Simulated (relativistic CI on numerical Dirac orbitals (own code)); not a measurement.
# Ti²⁺ in a cubic cluster: L2,3 absorption with charge transfer

Computed with a charge-transfer multiplet model of a cubic metal-ligand cluster with up to one ligand hole, Slater and spin-orbit integrals from Dirac-Coulomb-Breit ions, Slater integrals scaled by 0.9. The parameters are those of a tetrahedral site (10Dq negative, t2 hopping the larger). The ground state mixes d2 with configurations of k ligand holes L, whose averages lie at kΔ + k(k − 1)U_dd/2; a core hole lowers each added d electron by U_cd. 20 K, Lorentzian 0.4 eV and Gaussian 0.3 eV FWHM.

Atomic integrals in eV (Slater integrals scaled, ζ unscaled), ground: F2dd 7.400, F4dd 4.602, zeta_d 0.013; with the core hole: F2dd 8.239, F4dd 5.130, zeta_d 0.022, zeta_core 3.746, F2cd 4.410, G1cd 3.131, G3cd 1.774.

Cluster parameters (eV): U_dd = 4, U_cd = 5.1, 10Dq = -0.2, 10Dq(ligand) = 0, V(eg) = 1.02, V(t2g) = -1.74, final-state hopping factor = 1.

```json
{"Case": "Δ = 5.4 eV", "n_d": "2.25", "d2": "0.75", "d3L": "0.25", "S": "1.00"}
{"Case": "Δ = 6.4 eV", "n_d": "2.21", "d2": "0.79", "d3L": "0.21", "S": "1.00"}
{"Case": "Δ = 9.4 eV", "n_d": "2.14", "d2": "0.86", "d3L": "0.14", "S": "1.00"}
```

Weights, n_d and S are thermal averages at 20 K. Photon energies count from the first peak over 30 % of the highest in each spectrum, which can be another peak from case to case. The parameters are a model scan and need not match a compound or its usual spin state. Peaks in eV (height, largest 100):
- Δ = 5.4 eV: -2.2 (8), 0.0 (100), 1.6 (27), 3.8 (36), 4.7 (45), 6.2 (54)
- Δ = 6.4 eV: -2.3 (8), 0.0 (100), 1.6 (27), 3.7 (37), 4.8 (46), 6.2 (56)
- Δ = 9.4 eV: -2.3 (9), 0.0 (100), 1.5 (28), 3.7 (37), 4.8 (45), 6.3 (58)

Curve for Δ = 6.4 eV (points under 2 left out, the grid thinned):

E (eV), Intensity and a bar:
```
     -3.1        2.2 
     -2.8        3.2 
     -2.5        6.5 ##
     -2.2        8.3 ##
     -2.0        7.5 ##
     -1.7        6.5 ##
     -1.4        8.6 ##
     -1.1       12.7 ####
     -0.8       18.3 ######
     -0.5       41.0 #############
     -0.2       87.7 #############################
      0.1       90.1 ##############################
      0.3       56.3 ##################
      0.6       34.5 ###########
      0.9       30.3 ##########
      1.2       26.2 ########
      1.5       26.9 ########
      1.8       23.7 #######
      2.1       15.9 #####
      2.3       12.7 ####
      2.6       10.7 ###
      2.9       12.4 ####
      3.2       17.8 #####
      3.5       29.8 #########
      3.8       36.8 ############
      4.1       28.0 #########
      4.3       30.2 ##########
      4.6       41.9 ##############
      4.9       44.4 ##############
      5.2       33.2 ###########
      5.5       37.6 ############
      5.8       46.5 ###############
      6.1       54.9 ##################
      6.3       55.5 ##################
      6.6       40.4 #############
      6.9       23.2 #######
      7.2       14.1 ####
      7.5        9.0 ##
      7.8        6.5 ##
      8.1        4.7 #
      8.4        4.0 #
      8.6        3.4 
      8.9        2.6 
      9.2        2.2 
      9.5        2.0
```

For the case Δ = 6.4 eV, Δ = 6.4 eV is larger than U_dd = 4 eV, the Mott-Hubbard side of the Zaanen-Sawatzky-Allen scheme. With the core hole the configuration with one ligand hole lies at Δ + U_dd − U_cd = 4.3, 5.3, 8.3 eV from the one without, in the order of the table; where this is negative the screened configuration lies lower, though the effective hopping of about 4.4 eV (from the holes of the mixed ground state) mixes the two strongly wherever it is as large as the gap.

With at most 1 ligand hole the space is cut while the next configuration still counts, so covalency is underestimated, and a final configuration with one more ligand hole, which can lie low, is missing from the spectra.
